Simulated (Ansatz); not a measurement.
`[OH][Al]([F])[TeH]` + CH₃OH → `C[O][Al]([OH])[F]` + H₂Te at 600 K and 1 bar (ligand exchange at the Al–Te bond).

Calculated with Ansatz (gas phase, PBE0-D4/def2-TZVP geometries, no zero-point term in ΔE). CCSD(T)/CBS adds triple-zeta CCSD(T) − MP2 to the extrapolated MP2 energy (def2 sets, frozen cores). This one scheme is used for every species. Elements past krypton have def2 core potentials. For Te outer-core shells are correlated without core-valence functions, which leaves a few kJ/mol of doubt a bond. Each species was taken in one conformer, which may not be the lowest.

| species | CCSD(T)/CBS energy (Eh) | H − E (kJ/mol) | S (J/(mol·K)) |
| --- | --- | --- | --- |
| `[OH][Al]([F])[TeH]` | -686.08822 | 112.3 | 418.9 |
| CH₃OH | -115.61712 | 163.6 | 277.3 |
| `C[O][Al]([OH])[F]` | -532.79990 | 212.5 | 437.2 |
| H₂Te | -268.91024 | 52.9 | 255.0 |

H − E and S are ideal-gas, rigid-rotor, harmonic terms from PBE0-D4/def2-TZVP, for one conformer and one mirror image of each species. 1 Eh = 2625.50 kJ/mol, R = 8.31446 J/(mol·K).

**Question.** By hand: ΔE, ΔH, ΔS and ΔG.

**Answer.** ΔE = (-532.79990) + (-268.91024) − (-686.08822) − (-115.61712) = -0.00480 Eh = -12.6 kJ/mol. Δ(H − E) = 212.5 + 52.9 − 112.3 − 163.6 = -10.5, so ΔH = -23.1 kJ/mol. ΔS = 437.2 + 255.0 − 418.9 − 277.3 = -4.0 J/(mol·K). ΔG = -23.1 − 600 × (-4.0)/1000 = -20.7 kJ/mol.

**Question.** By hand: the equilibrium constant, and the temperature at which ΔG would vanish if ΔH and ΔS stayed fixed.

**Answer.** log₁₀ K = −ΔG/(RT ln 10) = 1.8. ΔG = 0 at ΔH/ΔS = 5775 K, far beyond where these terms or the molecules hold.

The number of gas molecules stays the same, so ΔS is small and ΔH decides. A doubt of 5 kJ/mol in ΔE shifts log₁₀ K by 0.4 here. Other conformers and mirror images would add mixing entropy, several J/(mol·K) or more a flexible species. These are equilibria of isolated gas molecules and say nothing of rates. Largest T1 diagnostic: 0.012 (customary marks: 0.02 for closed shells, 0.045 for open ones).
